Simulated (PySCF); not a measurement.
CH4I2OSi, SMILES C[Si](O)(I)I.

The structure is a stationary point at PBE-D3(BJ)/def2-SVP. The structure was generated by enumeration, and PubChem lists no compound with its InChIKey, so it may never have been made. The def2 effective core potentials stand for the cores of I; spin–orbit coupling is left out. One conformer was computed; it need not be the lowest.

Level of theory: PBE-D3(BJ)/def2-SVP in PySCF.

Frequencies are harmonic and unscaled.

Computed harmonic wavenumbers and intensities:
| mode | ν (cm⁻¹) | IR (km/mol) | moving atoms (share of kinetic energy) |
|---|---|---|---|
| 1 | 80 | 0.2 | I 82 % |
| 2 | 127 | 5.5 | H 40 %, C 33 %, O 21 % |
| 3 | 153 | 0.0 | H 92 % |
| 4 | 176 | 1.6 | C 34 %, Si 24 %, H 22 %, I 10 %, O 9 % |
| 5 | 181 | 1.1 | O 38 %, H 24 %, I 22 %, C 16 % |
| 6 | 206 | 7.1 | O 49 %, I 21 %, Si 12 %, H 11 % |
| 7 | 295 | 62.1 | H 71 %, O 21 % |
| 8 | 311 | 19.1 | Si 46 %, O 15 %, C 14 %, H 13 %, I 12 % |
| 9 | 394 | 215.5 | Si 77 %, H 9 % |
| 10 | 701 | 39.9 | C 44 %, Si 31 %, H 23 % |
| 11 | 746 | 45.4 | H 68 %, O 18 %, C 14 % |
| 12 | 770 | 104.0 | H 74 %, C 20 % |
| 13 | 831 | 289.6 | H 64 %, O 17 %, Si 11 % |
| 14 | 903 | 23.9 | Si 38 %, O 34 %, H 27 % |
| 15 | 1212 | 18.1 | H 78 %, C 22 % |
| 16 | 1368 | 6.5 | H 96 % |
| 17 | 1371 | 1.8 | H 96 % |
| 18 | 2984 | 0.1 | H 97 % |
| 19 | 3092 | 0.0 | H 91 %, C 9 % |
| 20 | 3105 | 0.1 | H 91 %, C 9 % |
| 21 | 3749 | 102.3 | H 94 % |
